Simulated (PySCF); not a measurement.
Nuclear repulsion and electron count by hand

System: Br3In, triplet, geometry from GFN2-xTB (such geometries of metal compounds can be far from the true shape) (a higher spin typed on purpose: for a closed-shell molecule this is an excited state) (all electrons, no relativity). Level: PySCF with B3LYP5/STO-3G. Sums are taken with unrounded values, so a last digit can differ.

Coordinates (Å):

```
atom         x         y         z
----  --------  --------  --------
In1   -0.31221   0.34830   0.72258
Br2   -1.81728  -1.60137  -0.49183
Br3    0.13535   2.03253  -1.39974
Br4    2.11903  -0.91878   0.87996
```

**Question.** Work out the nuclear repulsion energy and the numbers of alpha and beta electrons.

**Answer.** In atomic units each pair adds Z_i Z_j / r_ij, with r in bohr (1 bohr = 0.529177 Å).
| pair | r (Å) | r (bohr) | Z_i Z_j | term (Eh) |
|---|---|---|---|---|
| In1-Br2 | 2.7461 | 5.1894 | 1715 | 330.4802 |
| In1-Br3 | 2.7461 | 5.1894 | 1715 | 330.4802 |
| In1-Br4 | 2.7461 | 5.1894 | 1715 | 330.4803 |
| Br2-Br3 | 4.2240 | 7.9822 | 1225 | 153.4662 |
| Br2-Br4 | 4.2240 | 7.9822 | 1225 | 153.4662 |
| Br3-Br4 | 4.2240 | 7.9822 | 1225 | 153.4662 |
The sum is 1451.8393 Eh; PySCF gives 1451.8393 Eh. The atomic numbers add up to 154, so at charge +0 there are 154 electrons; multiplicity 3 means 2 unpaired, so 78 alpha and 76 beta.
